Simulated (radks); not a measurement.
Trend from Mg2+ to Ar2+: ionisation energy by Delta-SCF between NIST ground configurations, and size. Calculated with a radial shooting solver on a logarithmic mesh with Libxc functionals: Dirac Kohn-Sham, PBE, spin-unpolarised, spherical densities, point nucleus; open shells fill j = l - 1/2 first.

[
 {"species": "Mg2+", "configuration": "[Ne]", "configuration of the ion": "[He] 2s2 2p5", "IE (eV)": "81.079", "NIST (eV)": "80.144", "kind": "exp.", "outermost": "2s1/2", "<r> outermost (bohr)": "0.695", "r at 0.001 e/bohr^3 (bohr)": "2.21"},
 {"species": "Al2+", "configuration": "[Ne] 3s1", "configuration of the ion": "[Ne]", "IE (eV)": "28.442", "NIST (eV)": "28.448", "kind": "exp.", "outermost": "3s1/2", "<r> outermost (bohr)": "2.20", "r at 0.001 e/bohr^3 (bohr)": "3.38"},
 {"species": "Si2+", "configuration": "[Ne] 3s2", "configuration of the ion": "[Ne] 3s1", "IE (eV)": "33.971", "NIST (eV)": "33.493", "kind": "exp.", "outermost": "3s1/2", "<r> outermost (bohr)": "1.95", "r at 0.001 e/bohr^3 (bohr)": "3.43"},
 {"species": "P2+", "configuration": "[Ne] 3s2 3p1", "configuration of the ion": "[Ne] 3s2", "IE (eV)": "29.792", "NIST (eV)": "30.203", "kind": "exp.", "outermost": "3p1/2", "<r> outermost (bohr)": "1.97", "r at 0.001 e/bohr^3 (bohr)": "3.46"},
 {"species": "S2+", "configuration": "[Ne] 3s2 3p2", "configuration of the ion": "[Ne] 3s2 3p1", "IE (eV)": "34.107", "NIST (eV)": "34.86", "kind": "semi-emp.", "outermost": "3p1/2", "<r> outermost (bohr)": "1.76", "r at 0.001 e/bohr^3 (bohr)": "3.39"},
 {"species": "Cl2+", "configuration": "[Ne] 3s2 3p3", "configuration of the ion": "[Ne] 3s2 3p2", "IE (eV)": "38.225", "NIST (eV)": "39.8", "kind": "semi-emp.", "outermost": "3p3/2", "<r> outermost (bohr)": "1.60", "r at 0.001 e/bohr^3 (bohr)": "3.29"},
 {"species": "Ar2+", "configuration": "[Ne] 3s2 3p4", "configuration of the ion": "[Ne] 3s2 3p3", "IE (eV)": "42.484", "NIST (eV)": "40.74", "kind": "semi-emp.", "outermost": "3p3/2", "<r> outermost (bohr)": "1.47", "r at 0.001 e/bohr^3 (bohr)": "3.19"}
]

Reference values: NIST Atomic Spectra Database (exp. = measured, semi-emp. = semi-empirical, theory = theoretical value adopted there). Spin polarisation and multiplet splitting are left out, so open shells lie too high by an amount that depends on their filling.

Beside tabulated values, note that spin-unpolarised runs miss the spin-polarisation part of the exchange energy of open shells.
